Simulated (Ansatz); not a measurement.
Basis-set series for CH5BSSi, SMILES `C[SiH]1BS1`. The species carries charge 0 and has multiplicity 1. All single points use the PBE0-D4/def2-TZVP geometry.

| functional | basis | functions | energy (Eh) | HOMO (eV) | LUMO (eV) |
| --- | --- | --- | --- | --- | --- |
| PBE0-D4 | def2-SVP | 89 | -753.06448 | -7.01 | -1.50 |
| PBE0-D4 | def2-QZVPP | 404 | -753.40059 | -7.00 | -1.67 |
| ωB97M-V | def2-SVP | 89 | -753.31691 | -9.01 | 0.61 |
| ωB97M-V | def2-QZVPP | 404 | -753.65539 | -9.05 | 0.28 |

**Question.** Give the rows for def2-TZVPP. (An estimate is asked.)

**Answer.** Ansatz gave: 
```csv
functional,basis,functions,energy (Eh),HOMO (eV),LUMO (eV)
PBE0-D4,def2-TZVPP,216,-753.37526,-7.00,-1.64
ωB97M-V,def2-TZVPP,216,-753.63158,-9.03,0.36
```

Positive LUMOs are unbound and depend on the basis.
